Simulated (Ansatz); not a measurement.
System: V, charge 1, quintet.

Wanted: second ionisation energy (V++ (quartet) against V+ (quintet)), in eV. Open shells are spin-unrestricted; no spin-orbit coupling. The -DK rows use spin-free X2C, correlate 3s3p of the metal (1s2s2p frozen) and give its partners the cc-pVXZ-DK valence sets. CBS(X,Y): correlation extrapolated as X^-3, Hartree-Fock from the larger set. A bracket is a step between two methods taken in the basis named. Functionals run without relativity, which enters their misses. Open-shell metal atoms are single determinants of the lowest configuration found, not pure terms.

```csv
level,program,second ionisation energy (eV),difference against the last row
HF/cc-pwCVQZ-DK,Ansatz,13.16,-1.47
PBE/def2-TZVPD,Ansatz,15.47,0.84
r2SCAN/def2-TZVPD,Ansatz,15.05,0.42
B3LYP/def2-TZVPD,Ansatz,15.14,0.51
PBE0/def2-TZVPD,Ansatz,15.10,0.47
MP2/cc-pwCVTZ-DK,Ansatz,14.75,0.12
MP2/cc-pwCVQZ-DK,Ansatz,14.81,0.18
"MP2/CBS(cc-pwCVTZ-DK,cc-pwCVQZ-DK)",Ansatz,14.86,0.23
CCSD/cc-pwCVQZ-DK,Ansatz,14.50,-0.13
"CCSD/CBS(cc-pwCVTZ-DK,cc-pwCVQZ-DK)",Ansatz,14.54,-0.09
CCSD(T)/cc-pwCVTZ-DK,Ansatz,14.52,-0.11
CCSDT(Q)/cc-pwCVTZ-DK,Ansatz,14.52,-0.11
"CCSD(T)/CBS(cc-pwCVTZ-DK,cc-pwCVQZ-DK) + [CCSDT(Q) - CCSD(T)]/cc-pwCVTZ-DK",Ansatz,14.63,0.00
```

Ansatz is a program for electronic structure.
